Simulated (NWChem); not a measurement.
# CH$_{4}$F$_{2}$NTa; SMILES [Ta]([CH3])([F])([F])=[NH]

Program: NWChem. Coordinates come from a PBE0/def2-SVP optimisation. No frequency run checked for a minimum. def2 effective core potentials on Ta; no spin-orbit coupling. Hybrids' shares of exact exchange are those that their runs print; pure functionals count as 0. The functionals differ in more than this share.

```csv
row,share of exact exchange,highest occupied level (eV)
PBE/def2-SVP,0.00,-6.63
BP86/def2-SVP,0.00,-6.73
TPSSh/def2-SVP,0.10,-7.29
B3LYP/def2-SVP,0.20,withheld
PW6B95/def2-SVP,0.28,-8.21
```

Question: Fit a straight line of the last column on the one before it, predict the withheld value, and compare with the run.

Answer: 
1. Means of the 4 shown rows: x = 0.095, y = -7.215. Slope Σ(x − x̄)(y − ȳ)/Σ(x − x̄)² = -0.2861/0.05230 = -5.470; intercept -6.695.
2. The shown rows scatter about the line by 0.045 (root mean square); the largest residual is +0.07, at PBE/def2-SVP.
3. At x = 0.20 (B3LYP/def2-SVP; inside the shown range) the line gives -7.79.
4. The run gives -7.80, -0.01 from the line, 0.2 times the scatter.
